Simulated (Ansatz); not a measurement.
# Cost against result

Saddle point of ZnH4SO, singlet (ZnH₂O ([OH][ZnH]) + H₂S → ZnH₂SO ([OH][Zn][SH]) + H₂; bonds formed: Zn1–S5, H2–H4; bonds broken: Zn1–H2, H4–S5), PBE0-D4/def2-TZVP structure:

Zn1  (0.176, -0.450, 0.391)
H2  (0.269, 0.822, 1.526)
O3  (0.738, -2.123, 0.117)
H4  (-0.359, 1.242, 0.732)
S5  (-1.165, 1.262, -0.733)
H6  (0.404, -2.502, -0.699)
H7  (-0.064, 1.749, -1.333)
(Å)

Barriers are electronic and count from the start structure reached by relaxing down the imaginary mode.

Computed with Ansatz 0.2.0 (basis: as named in each row); correlated methods freeze the cores. The 3s and 3p shells of Cu and Zn are frozen; filled d shells are correlated. B3LYP uses VWN-RPA correlation. Extrapolation: Hartree–Fock as exp(−7.88 √X), correlation as X^−2.97.

Times are rough, for one single point on 4 threads of a shared host (Arm Neoverse V1).

The estimate by CCSD(T) at an estimated basis limit (MP2 extrapolated from triple and quadruple zeta, plus CCSD(T) − MP2 in triple zeta) is 23.59 kcal/mol.

```tsv
method	basis	time (s)	barrier (kcal/mol)	method less estimate
HF	STO-3G	under 1	35.96	12.37
SPW92	def2-SVP	under 1	11.04	-12.55
PBE-D4	def2-SVP	under 1	15.67	-7.91
B3LYP-D4	6-31G	under 1	21.28	-2.31
PBE0-D4	def2-SVP	under 1	18.85	-4.74
SPW92	def2-TZVPP	under 1	14.18	-9.40
PBE-D4	def2-TZVPP	2	18.46	-5.12
BLYP-D4	def2-TZVPP	2	22.66	-0.93
CCSD(T)	def2-SVP	2	25.50	1.91
BHLYP-D4	def2-TZVPP	2	27.14	3.56
PBE-D4	STO-3G	3	19.05	-4.54
PBE0-D4	def2-TZVPP	3	20.86	-2.73
CAM-B3LYP-D4	def2-TZVPP	3	25.97	2.38
r2SCAN-D4	def2-TZVPP	3	19.73	-3.85
B3LYP-D4	def2-TZVPP	4	24.28	0.69
wB97M-V	def2-SVP	4	23.22	-0.37
RPA on PBE	def2-TZVPP	4	25.81	2.22
r2SCAN0-D4	def2-TZVPP	4	21.64	-1.94
B2PLYP	def2-TZVPP	4	24.65	1.07
PBE-QIDH	def2-TZVPP	5	22.81	-0.78
B97M-V	def2-TZVPP	6	22.53	-1.05
wB97X-V	def2-TZVPP	6	25.79	2.21
wB97M-V	def2-TZVPP	8	25.68	2.09
MP2	def2-QZVPP	21	23.24	-0.35
CCSD(T)	def2-TZVPP	52	25.09	1.50
```

All methods are single points on the PBE0-D4 structures.

T1 diagnostic: at most 0.017.

Exchanges of this kind with a chalcogen hydride build sulfide and selenide films.

Labels in which every atom is bracketed show which atoms are joined, not bond orders.
